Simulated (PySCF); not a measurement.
## Two-component Hartree-Fock for Cu (copper, neutral)

Start: [Ar] 3d10 4s1; 4s1/2 filled at m_j = +1/2. Calculated with PySCF 2.14 in x2c-TZVPall-2c: generalised Hartree-Fock with the X2C-1e Hamiltonian and a Gaussian nucleus; one run each with spin-orbit coupling (SO) switched off, then screened by Boettger's factors.

```tsv
spinor shell	electrons	ε, spin-free (eV)	ε, screened SO (eV)	weight of nominal j (screened SO)	rms radius, screened SO (bohr)
1s1/2	2	-9047.5	-9047.4	1.000	0.0601
2s1/2	2	-1133.6	-1133.6	1.000	0.254
2p1/2	2	-974.16	-988.26	1.000	0.226
2p3/2	4	-974.16	-967.31	1.000	0.229
3s1/2	2	-140.33	-140.32	1.000	0.766
3p1/2	2	-91.529	-93.438	0.999	0.812
3p3/2	4	-91.529	-90.607	1.000	0.823
3d3/2	4	-13.069	-13.300	0.978	1.15
4s1/2	1	-6.708	-6.709	1.000	3.52
```

Question: Where does 3d5/2 lie, and what is the 3d spin-orbit splitting (screened SO)?

Answer: At -12.917 eV, 0.383 eV above 3d3/2.

```csv
quantity,spin-free,screened SO
E (hartree),-1653.11076,-1653.15162
M_J,1/2,1/2
⟨J²⟩,0.752,0.752
⟨L²⟩,0.000,0.002
⟨S²⟩,0.752,0.754
```

Without spin-orbit coupling the j labels of p, d and f shells carry no meaning; the spin-free column gives the mean over the occupied spinors of each nl shell.
